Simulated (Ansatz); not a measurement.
Relaxation of ClH2InO2 (6 atoms, charge 0, multiplicity 1), to a largest force component of 0.02 eV/Å in at most 40 steps.

These are results of Ansatz, RKS PBE-D4/def2-SVP, not measurements.

```xyz
6
Properties=species:S:1:pos:R:3
In 0.000 0.000 0.000
Cl 0.000 0.000 2.440
O 1.723 0.000 -0.995
H 2.023 -0.952 -1.150
O -1.723 0.000 -0.995
H -2.233 -0.847 -0.786
```

Where does it end, and by what steps?

It converged. After 11 steps the energy has fallen by 0.337 eV; H4 moved furthest, 0.88 Å.

| step | energy less start (eV) | largest force component (eV/Å) | accepted |
| --- | --- | --- | --- |
| 0 | 0.0000 | 1.294 | yes |
| 1 | -0.1046 | 1.322 | yes |
| 2 | -0.0962 | 1.744 | no |
| 3 | -0.1475 | 0.784 | yes |
| 4 | -0.1750 | 0.747 | yes |
| 5 | -0.2183 | 0.180 | yes |
| 6 | -0.2377 | 0.214 | yes |
| 7 | -0.2812 | 0.382 | yes |
| 8 | -0.3261 | 0.125 | yes |
| 9 | -0.3365 | 0.047 | yes |
| 10 | -0.3367 | 0.035 | yes |
| 11 | -0.3369 | 0.001 | yes |

```xyz
6
Properties=species:S:1:pos:R:3
In -0.033 -0.298 -0.208
Cl 0.070 -0.220 2.160
O 1.671 -0.367 -1.265
H 2.419 -0.362 -0.634
O -1.823 -0.294 -1.116
H -2.513 -0.257 -0.423
```

Whether the end is a true minimum wasn't checked by a vibrational analysis.

Run time: 17 s on 2 threads of AMD EPYC 7R43 64-Core Processor (Zen 3), with other jobs on the host, peak memory 0.14 GiB.
